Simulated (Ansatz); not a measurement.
`OCBF` + CH₄ → `CBCO` + H–F  (formal exchange of groups at a B–F bond)

Computed with Ansatz on PBE0-D4/def2-TZVP structures; ΔE is electronic, products minus reactants. CCSD(T)/CBS adds triple-zeta CCSD(T) − MP2 to the extrapolated MP2 energy (def2 sets, frozen cores). This one scheme is used for every species. Functionals use def2-TZVPP. One conformer a species, not always the lowest.

`OCBF`:

Z-matrix (Å, degrees):
```
C
B 1 1.555
O 1 1.411 2 117.0
H 1 1.103 2 107.6 3 -124.2
H 1 1.103 2 107.6 3 124.3
F 2 1.328 1 118.7 3 -0.3
H 2 1.198 1 123.6 3 179.8
H 3 0.961 1 108.5 2 0.9
```

CH₄:

Cartesian coordinates in Å:
```
C 0.000 0.000 0.000
H -1.076 0.028 0.169
H 0.350 -1.031 0.055
H 0.503 0.595 0.762
H 0.223 0.407 -0.986
```

`CBCO`:

Cartesian coordinates in Å:
```
C 1.477 -0.380 0.505
B 0.306 0.285 -0.274
C -1.179 -0.080 -0.001
O -2.186 0.567 -0.754
H 2.084 0.392 0.994
H 1.178 -1.114 1.256
H 2.162 -0.864 -0.202
H 0.557 1.111 -1.118
H -1.366 0.081 1.075
H -1.278 -1.173 -0.121
H -1.755 1.174 -1.360
```

H–F:

```xyz
2

F    -0.095   -0.039   -0.448
H     0.095    0.039    0.448
```

| level | ΔE (kJ/mol) |
| --- | --- |
| ωB97M-V | 148.7 |
| r2SCAN | 151.8 |
| PBE0 | 144.3 |
| MP2/def2-TZVPP | 145.0 |
| SCS-MP2/def2-TZVPP | 149.8 |
| CCSD(T)/def2-TZVPP | 147.1 |
| MP2/def2-QZVPP | 142.4 |
| HF/CBS(def2) | 163.9 |

(1) What does CCSD(T)/CBS give? (Best estimate.)

Largest T1 diagnostic among the species: 0.012.

## Answers

(1) Ansatz gave: +142.6 kJ/mol. The listed levels differ from it by 6.1, 9.2, 1.7, 2.4, 7.2, 4.5, -0.2, 21.3 kJ/mol.

In def2-TZVPP, CCSD(T) changes the Hartree–Fock value by −17.0 kJ/mol (the triples alone add −1.0 kJ/mol) and MP2 by −19.1 kJ/mol. The D4 term adds −4.5 kJ/mol with B3LYP and −2.5 kJ/mol with PBE0; it sums over pairs of atoms, weighted by their polarisabilities, and B3LYP, whose exchange is more repulsive, gets the larger term.

B3LYP here is the variant with VWN-RPA as its local correlation; programs differ in this.
